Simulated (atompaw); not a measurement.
Reading a pseudo-wave (Sr)

Columns: radius, all-electron u(r) and pseudo u(r) of the 4s shell (level -43.96 eV) of strontium in the configuration [Ar] 3d10 4s2 4p6 4d0 5s1.5 5p0; LDA (PW92), scalar-relativistic, PAW (atompaw) scheme, atompaw 4.2.0.5.

| r (bohr) | all-electron | pseudo |
| --- | --- | --- |
| 0.108 | 0.3221 | 0.1518 |
| 0.215 | -0.0658 | 0.2992 |
| 0.323 | -0.4764 | 0.4420 |
| 0.431 | -0.4587 | 0.5757 |
| 0.538 | -0.1822 | 0.6958 |
| 0.646 | 0.1687 | 0.8014 |
| 0.754 | 0.4849 | 0.8882 |
| 0.862 | 0.7241 | 0.9534 |
| 0.969 | 0.8788 | 0.9945 |
| 1.077 | 0.9617 | 1.0114 |
| 1.185 | 0.9863 | 1.0034 |
| 1.292 | 0.9686 | 0.9728 |
| 1.400 | 0.9219 | 0.9225 |
| 1.508 | 0.8573 | 0.8573 |
| 1.615 | 0.7838 | 0.7838 |
| 1.723 | 0.7061 | 0.7061 |
| 1.831 | 0.6290 | 0.6290 |
| 1.938 | 0.5559 | 0.5559 |
| 2.046 | 0.4870 | 0.4870 |
| 2.154 | 0.4241 | 0.4241 |
| 2.262 | 0.3672 | 0.3672 |
| 2.369 | 0.3171 | 0.3171 |
| 2.477 | 0.2724 | 0.2724 |
| 2.585 | 0.2332 | 0.2332 |
| 2.692 | 0.1994 | 0.1994 |
| 2.800 | 0.1698 | 0.1698 |

Task: How many radial nodes do the two functions have?

Result: The all-electron 4s function has n − l − 1 = 3 (the table is too coarse to show those close to the nucleus); the pseudo-wave has 0, since the states of the same l below it are removed with the core.

Task: At about which radius was the pseudo-wave matched?

Result: 1.60 bohr, where the columns begin to agree (steps of 0.11 bohr).

Task: Is the pseudo-wave norm-conserving?

Result: No, it belongs to a PAW set: the norm inside the radius is not constrained, and the difference is carried by the augmentation charge.
